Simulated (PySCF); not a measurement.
## A survey of ²⁹Si NMR shifts

[PySCF 2.14: GFN2-xTB geometry; GIAO PBE0/pcSseg-1 shieldings; one computed conformer; no solvent; relativity neglected; equivalent nuclei averaged]

Shieldings were converted by a linear fit to measured shifts: ²⁹Si (scatter 8.9 ppm rms, 25.8 ppm with the 6 outliers that the fit left out vs TMS, solution or neat liquid). A few per cent of atoms miss by over 2 rms, more outside the fitted compound classes.

(1) Give the ²⁹Si shifts of `CCCS[SiH2][SiH2][SiH3]`, `[SiH3]CCC[SiH2]S[SiH3]`, `C=C([SiH2]N)C(=O)CCC#N`.

(2) Match the shifts -32.5, -44.3, -73.9 ppm to `CC(=O)N([SiH2]C#N)C1CC1`, `C=C(OC)[SiH2]/N=C/CC#N`, `CN[SiH2]Oc1ccccn1`.

Answers

(1) 
```tsv
compound	environment	δ (ppm)
[CH3:1][CH2:2][CH2:3][S:4][SiH2:5][SiH2:6][SiH3:7]	Si5: silicon bonded to S, Si, 2 H	-46.8
[CH3:1][CH2:2][CH2:3][S:4][SiH2:5][SiH2:6][SiH3:7]	Si7: silicon bonded to Si, 3 H	-107.3
[CH3:1][CH2:2][CH2:3][S:4][SiH2:5][SiH2:6][SiH3:7]	Si6: silicon bonded to 2 Si, 2 H	-115.0
[SiH3:1][CH2:2][CH2:3][CH2:4][SiH2:5][S:6][SiH3:7]	Si5: silicon bonded to C, S, 2 H	-26.8
[SiH3:1][CH2:2][CH2:3][CH2:4][SiH2:5][S:6][SiH3:7]	Si7: silicon bonded to S, 3 H	-55.2
[SiH3:1][CH2:2][CH2:3][CH2:4][SiH2:5][S:6][SiH3:7]	Si1: silicon bonded to C, 3 H	-68.1
C=C([SiH2]N)C(=O)CCC#N	silicon bonded to C, N, 2 H	-44.1
```

(2) -32.5: CN[SiH2]Oc1ccccn1 (silicon bonded to N, O, 2 H); -44.3: C=C(OC)[SiH2]/N=C/CC#N (silicon bonded to C, N, 2 H); -73.9: CC(=O)N([SiH2]C#N)C1CC1 (silicon bonded to C, N, 2 H).
